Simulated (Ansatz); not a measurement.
PBE exchange is replaced step by step with exact exchange (0 % is PBE, 25 % PBE0; no dispersion term), basis def2-SVP, Ansatz. System: B7P7H20, a nanocrystal cut from zinc blende BP (hydrogen-capped). The state is a singlet with charge 0. Geometry: PBE-D4/def2-SVP.

Geometry of the singlet:

Cartesian coordinates in Å:
```
B -0.9498 2.8007 -0.6268
B -0.8044 -2.8616 -0.3033
B -1.6285 0.0569 0.9729
B -0.1034 -0.0677 -1.8942
B 2.1947 1.9319 -0.7676
B 1.5016 -0.8082 0.8330
B 0.6629 2.0559 2.1141
P -0.6234 -1.9312 -2.0178
P -1.4183 0.9049 -0.7939
P 0.7838 2.7893 0.2962
P -2.0895 -1.8114 0.7377
P 0.9182 -2.6426 0.6036
P 0.1344 0.1880 1.8449
P 1.6101 0.0682 -0.9293
H -1.8177 3.3194 0.0657
H -0.8423 3.2394 -1.7662
H -1.1325 -4.0289 -0.4271
H -2.4870 0.6215 1.6318
H -0.0186 0.4194 -3.0101
H 2.2330 2.3894 -1.9039
H 3.2600 1.9168 -0.1616
H 2.5793 -0.7787 1.4053
H -0.2393 2.5901 2.7488
H 1.7607 2.0372 2.6586
H -1.8433 -2.1234 -2.7415
H 0.2623 -2.7043 -2.8341
H -2.6803 0.7551 -1.4587
H 1.1684 4.1577 0.4417
H -3.3782 -1.9982 0.1438
H -2.2973 -2.4946 1.9781
H 0.8481 -3.3635 1.8381
H 1.8746 -3.4505 -0.0902
H 0.0048 -0.4851 3.1048
H 2.5568 -0.6919 -1.6929
```

```csv
exact exchange (%),HOMO (eV),LUMO (eV),gap (eV)
0,-5.75,-1.78,3.97
5,-5.97,-1.62,4.35
10,-6.20,-1.47,4.73
15,-6.42,-1.31,5.11
25,-6.88,-0.99,5.88
35,-7.34,-0.67,6.67
50,-8.04,-0.19,7.85
```
